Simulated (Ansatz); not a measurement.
**Worked example: vertical ionisation energy of BI3 (boron triiodide)**

BI3: 4 atoms, total charge 0, spin state singlet. As SMILES, `IB(I)I`. Geometry: relaxed at PBE0-D4/def2-TZVP.

```csv
atom,x (Å),y (Å),z (Å)
I,-1.3085,-0.2952,1.6156
B,0.0139,-0.0151,-0.0051
I,1.8768,-1.0063,-0.0303
I,-0.5265,1.2563,-1.6005
```

Both states at this one shape; open shells run unrestricted unless said. 1 Eh = 27.2114 eV.

```
                                                     level  program  singlet BI3 (Eh)  doublet [BI3]+ (Eh)
                                                  HF/3-21G   Ansatz     -20686.507259        -20686.172074
RPA@PBE/def2-SVP (core potential), 13 core orbitals frozen   Ansatz       -915.335948          -915.014121
```

Task: Work out the vertical ionisation energy at each level.

Result: 
1. HF/3-21G: -20686.172074 − (-20686.507259) = 0.335185 Eh = 9.12 eV.
2. RPA@PBE/def2-SVP (core potential): -915.014121 − (-915.335948) = 0.321827 Eh = 8.76 eV.

No measured value is set beside it here; the levels span 8.76 to 9.12 eV. Spin-orbit coupling, which splits open shells on such heavy atoms by tenths of an eV, is left out. All-electron rows are non-relativistic unless named.
